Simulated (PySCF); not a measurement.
# `C#CC[C@@](F)(CCl)[SiH2]C`: 4 charge schemes on one density

Species: C₆H₁₀ClFSi.
Cartesian coordinates in Å at the GFN2-xTB level; atoms count from 1:
```
atom  x, y, z in Å
C1     3.662    0.505   -0.478
C2     2.678    0.456    0.203
C3     1.454    0.400    0.976
C4     0.210    0.264    0.093
F5     0.179    1.360   -0.784
C6     0.290   -0.968   -0.795
Cl7   -0.062   -2.410    0.170
Si8   -1.425    0.364    1.128
C9    -2.876   -0.089    0.002
H10    4.537    0.556   -1.053
H11    1.485   -0.456    1.654
H12    1.367    1.313    1.571
H13   -0.455   -0.909   -1.589
H14    1.285   -1.088   -1.231
H15   -1.491    1.768    1.546
H16   -1.305   -0.520    2.288
H17   -2.859    0.495   -0.914
H18   -2.866   -1.142   -0.266
H19   -3.818    0.111    0.503
```

Density: PBE0/pcSseg-1 (PySCF); schemes: Mulliken, IAO, Hirshfeld and ESP-fitted. One conformer (not necessarily the lowest) at the GFN2-xTB geometry, without solvent, vibrations or thermal averaging.

Question: At which atom do the 4 schemes differ most?

Answer: At C4: from -0.198 (Mulliken) to +0.388 e (ESP-fitted), 0.586 e apart.

Question: Do the Mulliken, IAO, Hirshfeld and ESP-fitted schemes agree on where the charge is highest?

Answer: All schemes agree: Mulliken Si8 (+0.667); IAO Si8 (+0.741); Hirshfeld Si8 (+0.318); ESP-fitted Si8 (+0.503).

Question: Do the Mulliken, IAO, Hirshfeld and ESP-fitted schemes agree on where the charge is lowest?

Answer: The schemes don't all agree: Mulliken C9 (-0.638); IAO C9 (-0.715); Hirshfeld C9 (-0.211); ESP-fitted C1 (-0.576).

Question: Give the atomic charges in each scheme.

Answer: In e:

```tsv
atom	environment	Mulliken	IAO	Hirshfeld	ESP-fitted
C1	terminal alkyne carbon	-0.358	-0.245	-0.114	-0.576
C2	alkyne carbon	+0.166	-0.026	-0.039	+0.239
C3	propargylic carbon	-0.090	-0.291	-0.068	-0.449
C4	sp3 C–F carbon	-0.198	+0.065	+0.019	+0.388
F5	alkyl fluorine	-0.328	-0.328	-0.106	-0.256
C6	sp3 C–Cl carbon	-0.134	-0.253	-0.047	-0.523
Cl7	alkyl chlorine	-0.150	-0.095	-0.020	-0.090
Si8	SiH2 silicon	+0.667	+0.741	+0.318	+0.503
C9	Si-methyl carbon	-0.638	-0.715	-0.211	-0.503
H10	alkyne hydrogen	+0.042	+0.202	+0.092	+0.345
H11	methylene hydrogen	+0.170	+0.178	+0.053	+0.159
H12	methylene hydrogen	+0.169	+0.174	+0.059	+0.169
H13	methylene hydrogen	+0.176	+0.170	+0.051	+0.232
H14	methylene hydrogen	+0.186	+0.174	+0.042	+0.247
H15	Si–H hydrogen	-0.071	-0.118	-0.078	-0.138
H16	Si–H hydrogen	-0.056	-0.119	-0.082	-0.128
H17	methyl hydrogen	+0.148	+0.162	+0.046	+0.121
H18	methyl hydrogen	+0.151	+0.162	+0.037	+0.116
H19	methyl hydrogen	+0.148	+0.163	+0.047	+0.144
```

Mean size of the charges over all atoms: ESP-fitted 0.280 e, IAO 0.231 e, Mulliken 0.213 e, Hirshfeld 0.081 e. Each set sums to the total charge, 0, to within 0.001 e. The Hirshfeld scheme weights the molecular density at each point by an atom's share of the summed free-atom densities. The ESP scheme is a least-squares fit of atom-centred charges to the potential on four shells outside the van der Waals surface, with the total charge fixed.

Question: How closely do the schemes follow one another over all atoms?

Answer: Correlation coefficient and root-mean-square difference: IAO with Hirshfeld 0.97, 0.194 e; Mulliken with IAO 0.93, 0.108 e; Mulliken with Hirshfeld 0.90, 0.181 e; IAO with ESP-fitted 0.86, 0.166 e; Hirshfeld with ESP-fitted 0.80, 0.244 e; Mulliken with ESP-fitted 0.76, 0.210 e.

Question: Sum the charges by element, for elements with more than one atom.

Answer: 
| element | atoms | Mulliken | IAO | Hirshfeld | ESP-fitted |
| --- | --- | --- | --- | --- | --- |
| C | 6 | -1.252 | -1.466 | -0.461 | -1.424 |
| H | 10 | +1.063 | +1.147 | +0.269 | +1.267 |

The run behind these numbers computed NMR shieldings as well. The run took 56 s (with the writing of density and orbital grids) on one thread, Arm Neoverse V2 (aarch64), no GPU, on a shared host, and the process peaked at 1.0 GiB of memory.
